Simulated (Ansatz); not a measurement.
Ansatz (an electronic-structure program) input for Cd(I)2 anion (CdI2), SMILES [I][Cd][I] (connectivity only; charge and spin as stated), charge -1, multiplicity 2, PBE0-D3(BJ)/def2-SVPD. 

Ansatz 0.2 input:
```yaml
crystal:
  periodic: [false, false, false]
  atoms:
    - {symbol: Cd, position_ang: [0.00000000, 0.00000000, 0.87302511]}
    - {symbol: I, position_ang: [0.00000000, -2.61919476, -0.39533212]}
    - {symbol: I, position_ang: [0.00000000, 2.61919476, -0.39533213]}
basis:
  gaussian:
    orbitals: def2-SVPD
hamiltonian:
  xc: pbe0
  dispersion: d3bj
total_charge: -1
magnetization: {spin_polarized: true, initial_magnetization: 1}
relax: {f_tol: 0.002, max_steps: 200}
```

It prints:

```
WARN ansatz: RAYON_NUM_THREADS=1 ignored (pool sized by the plan → 1); use --threads N
Functional definition: PBE0
integrals: 0.07 GiB planned
1364 factors; integrals over basis functions are off by at most 1.2e-4 eV
mean field: 1.02 GiB planned
mean field evaluation 1: about -20770.5649 eV, gradient 1.0e1 eV
mean field evaluation 2: about -20770.3988 eV, gradient 1.2e1 eV
mean field evaluation 4: about -20771.1794 eV, gradient 3.4e-1 eV
mean field evaluation 8: about -20771.2506 eV, gradient 9.3e-3 eV
mean field evaluation 16: about -20771.2506 eV, gradient 6.0e-5 eV
mean field -20771.25057007 eV, -763.3293791909 hartree, gradient 6.0e-5 eV, S^2 0.753423; 0 other end points of the search recorded, 0 dependent functions left out
the calculation of the forces begins
reference -20771.25060303 eV, -763.3293804020 hartree; 36, 35 occupied and 68, 69 virtual orbitals, 1364 factors
relax step   1: F+E_penalty+E_count = -20771.34770662 eV  Δ(F+E_penalty+E_count) = +0.000e0 eV  max|allowed force component| = 1.278e-1 eV/Å  Δτ_max = 0.0000 Å  (29 SCF iters, accepted)
these checks for a lower state are left out or cut short: starts, cluster_reference, orbital_swaps, neighbouring_geometries, increment
integrals: 0.07 GiB planned
1364 factors; integrals over basis functions are off by at most 1.2e-4 eV
mean field: 1.02 GiB planned
mean field -20771.25456274 eV, -763.3295259188 hartree, gradient 2.1e-5 eV, S^2 0.753342; 0 other end points of the search recorded, 0 dependent functions left out
the calculation of the forces begins
reference -20771.25459563 eV, -763.3295271274 hartree; 36, 35 occupied and 68, 69 virtual orbitals, 1364 factors
relax step   2: F+E_penalty+E_count = -20771.35268997 eV  Δ(F+E_penalty+E_count) = -4.983e-3 eV  max|allowed force component| = 7.352e-2 eV/Å  Δτ_max = 0.0298 Å  (35 SCF iters, accepted)
these checks for a lower state are left out or cut short: starts, cluster_reference, orbital_swaps, neighbouring_geometries, increment
integrals: 0.07 GiB planned
1364 factors; integrals over basis functions are off by at most 1.3e-4 eV
mean field: 1.03 GiB planned
mean field evaluation 32: about -20771.2557 eV, gradient 2.8e-5 eV
mean field -20771.25567695 eV, -763.3295668652 hartree, gradient 2.8e-5 eV, S^2 0.753186; 0 other end points of the search recorded, 0 dependent functions left out
the calculation of the forces begins
reference -20771.25570965 eV, -763.3295680668 hartree; 36, 35 occupied and 68, 69 virtual orbitals, 1364 factors
relax step   3: F+E_penalty+E_count = -20771.35652685 eV  Δ(F+E_penalty+E_count) = -3.837e-3 eV  max|allowed force component| = 1.200e-2 eV/Å  Δτ_max = 0.0875 Å  (33 SCF iters, accepted)
these checks for a lower state are left out or cut short: starts, cluster_reference, orbital_swaps, neighbouring_geometries, increment
integrals: 0.07 GiB planned
1364 factors; integrals over basis functions are off by at most 1.3e-4 eV
mean field: 1.03 GiB planned
mean field -20771.25609438 eV, -763.3295822056 hartree, gradient 2.2e-5 eV, S^2 0.753196; 0 other end points of the search recorded, 0 dependent functions left out
the calculation of the forces begins
reference -20771.25612710 eV, -763.3295834080 hartree; 36, 35 occupied and 68, 69 virtual orbitals, 1364 factors
relax step   4: F+E_penalty+E_count = -20771.35661385 eV  Δ(F+E_penalty+E_count) = -8.700e-5 eV  max|allowed force component| = 3.062e-3 eV/Å  Δτ_max = 0.0132 Å  (34 SCF iters, accepted)
these checks for a lower state are left out or cut short: starts, cluster_reference, orbital_swaps, neighbouring_geometries, increment
integrals: 0.07 GiB planned
1364 factors; integrals over basis functions are off by at most 1.3e-4 eV
mean field: 1.03 GiB planned
mean field -20771.25606751 eV, -763.3295812178 hartree, gradient 5.1e-5 eV, S^2 0.753196; 0 other end points of the search recorded, 0 dependent functions left out
the calculation of the forces begins
reference -20771.25610023 eV, -763.3295824202 hartree; 36, 35 occupied and 68, 69 virtual orbitals, 1364 factors
relax step   5: F+E_penalty+E_count = -20771.35661653 eV  Δ(F+E_penalty+E_count) = -2.673e-6 eV  max|allowed force component| = 6.649e-5 eV/Å  Δτ_max = 0.0017 Å  (24 SCF iters, accepted)
integrals: 0.07 GiB planned
1364 factors; integrals over basis functions are off by at most 1.3e-4 eV
mean field: 1.03 GiB planned
mean field evaluation 64: about -20771.2561 eV, gradient 5.1e-5 eV
mean field -20771.25606751 eV, -763.3295812178 hartree, gradient 5.1e-5 eV, S^2 0.753196; 1 other end points of the search recorded, 0 dependent functions left out
the calculation of the forces begins
reference -20771.25610023 eV, -763.3295824202 hartree; 36, 35 occupied and 68, 69 virtual orbitals, 1364 factors
Total energy: -20771.35664925 eV, -763.3332775286 hartree
Atom 0 at    -0.000000     0.000000     0.940211 Å, force     0.000000    -0.000000    -0.000066 eV/Å
Atom 1 at     0.000000    -2.518236    -0.428925 Å, force    -0.000000     0.000062     0.000033 eV/Å
Atom 2 at    -0.000000     2.518236    -0.428925 Å, force    -0.000000    -0.000062     0.000033 eV/Å
Dipole moment:    -0.000000    -0.000000     0.311553 e Å
```

The calculation finished and met its thresholds.

Cost: about 80 core-seconds (a rough figure).
